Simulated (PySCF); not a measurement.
CH5AlFNO. Atoms are numbered in the order given.

```xyz
10

Al    -0.0330    -0.5362     0.0000
F     -1.0766    -1.8332     0.0000
N     -0.6843     1.0996     0.0000
C      0.0697     2.3407     0.0000
H     -1.6889     1.2534     0.0000
H     -0.1345     2.9641    -0.8915
H     -0.1345     2.9641     0.8915
H      1.1491     2.1226     0.0000
O      1.6474    -0.7490     0.0000
H      2.1195    -1.5841     0.0000
```

Geometry optimised at r2SCAN-D4/def2-SVP. The structure was generated by enumeration; whether it is a known compound was not checked. The values are those of a single conformer.

These are C-PCM-ωB97X/def2-SVP run with PySCF values and carry that method's errors.

The values are the electrostatic part of the solvation free energy, E(continuum) − E(gas) at the gas-phase geometry, in a cavity of scaled van der Waals radii (PySCF's table); cavitation and dispersion terms are not included. A continuum can't describe solvent molecules that bind to the metal. In vacuum the orbital gap is 11.06 eV. The dipole moment in vacuum is 0.68 D.

Computed values in water (ε = 78.36), benzene (ε = 2.27), tetrahydrofuran (ε = 7.43):
```
solvent              ε  ΔG(elec) (kcal/mol)  dipole (D)  gap (eV)
---------------  -----  -------------------  ----------  --------
water            78.36                 -7.6        0.60     11.13
benzene           2.27                 -4.2        0.64     11.10
tetrahydrofuran   7.43                 -6.6        0.61     11.12
```
